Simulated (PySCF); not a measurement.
**TlN⁺: one state, many levels of theory**

State: ⁴Σ⁻ (quartet), unpaired electrons σ ↑, π ↑↑. Set-up: basis Tl aug-cc-pVDZ-PP with ECP60, N aug-cc-pVDZ; scalar-relativistic core potentials; PySCF 2.14. De refers to Tl⁺ + N in their high-spin ground configurations, without counterpoise correction. The functionals are run spin-unrestricted. A positive dipole points towards N; it is taken about the centre of mass and depends on that origin. Levels whose curve was spin-contaminated or gave no clean fit are not listed.

| Level | Re (Å) | ωe (cm⁻¹) | De (eV) | μ (D) |
| --- | --- | --- | --- | --- |
| UHF-MP2 | 3.196 | 82.5 | n/a | n/a |
| UHF-SCS-MP2 | 3.260 | 75.3 | n/a | n/a |
| UHF-CCSD | 3.224 | 79.1 | n/a | n/a |
| UHF-CCSD(T) | 3.189 | 82.9 | n/a | n/a |
| PBE | 2.956 | 107 | n/a | 0.18 |
| PW91 | 2.938 | 110 | n/a | 0.20 |
| r²SCAN | 2.956 | 110 | n/a | 0.16 |
| PBE0 | 3.039 | 95.8 | n/a | -0.01 |
| B97-3 | 3.142 | 91.3 | n/a | -0.17 |
| BHandHLYP | 3.139 | 84.6 | n/a | -0.18 |
| CAM-B3LYP | 3.047 | 96.2 | n/a | -0.04 |

(1) What does a quarter of exact exchange do here, going from PBE to PBE0?

(2) What does the step from GGA to meta-GGA do here, going from PBE to r²SCAN?

(3) What does the triples do here, going from UHF-CCSD to UHF-CCSD(T)?

Correlated steps freeze 5 core orbitals. These are scalar-relativistic numbers at best; spin–orbit coupling would shift them, the dissociation energy most. The state was picked by a PBE0 search and need not be the measured ground state.

The whole job (state search and all levels along the bond) took about 1.4 min on 1 thread of Intel Xeon 6975P-C (shared host), peak memory 0.77 GiB.

Results:

(1) PBE0 less PBE: +8.3 pm in Re, -10.5 % in ωe. Exact exchange removes part of the self-interaction that spreads semilocal densities, and in most molecules shortens and stiffens the bond and lowers De; here Re and ωe go the other way.

(2) r²SCAN less PBE: +0.0 pm in Re, +2.8 % in ωe. 

(3) UHF-CCSD(T) less UHF-CCSD: -3.5 pm in Re, +4.8 % in ωe. Correlation nearly always deepens the well. The bond shortens, as in weak, metallic or heavy-atom bonds, where dispersion and the correlation of outer-core electrons pull the atoms together.
